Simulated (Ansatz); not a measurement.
Wavefunction ladder for C4H13AlO (`C[O+](C)[AlH-]([CH3])[CH3]`)

Z-matrix (Å, degrees):
```
C
O 1 1.422
H 1 1.094 2 110.4
H 1 1.088 2 107.2 3 -119.7
H 1 1.093 2 109.4 3 121.1
C 2 1.423 1 113.2 3 -62.0
Al 2 2.005 1 118.6 3 81.6
H 6 1.088 2 106.7 1 -179.8
H 6 1.093 2 109.3 1 -60.5
H 6 1.094 2 110.3 1 60.6
C 7 1.976 2 101.0 1 -69.0
C 7 1.973 2 101.1 1 52.5
H 7 1.608 2 96.1 1 172.5
H 11 1.096 7 113.1 2 -59.5
H 11 1.096 7 112.9 2 62.9
H 11 1.096 7 110.5 2 -178.3
H 12 1.096 7 113.9 2 -75.8
H 12 1.095 7 112.6 2 47.4
H 12 1.096 7 109.6 2 165.5
```

The species carries charge 0 and has multiplicity 1. Geometry: relaxed with PBE0-D4/def2-TZVP. It is one conformer, not always the lowest. Frozen core, restricted reference, Ansatz.

```json
{"basis": "def2-SVP", "HF (Eh)": "-475.57779", "MP2 corr.": "-0.84811", "CCSD corr.": "-0.93187", "(T)": "-0.02409", "CCSD(T) total": "-476.53375"}
{"basis": "def2-TZVPP", "HF (Eh)": "-475.92689", "MP2 corr.": "-1.05404", "CCSD corr.": "–", "(T)": "–", "CCSD(T) total": "–"}
{"basis": "def2-QZVPP", "HF (Eh)": "-475.94579", "MP2 corr.": "-1.12441", "CCSD corr.": "–", "(T)": "–", "CCSD(T) total": "–"}
```
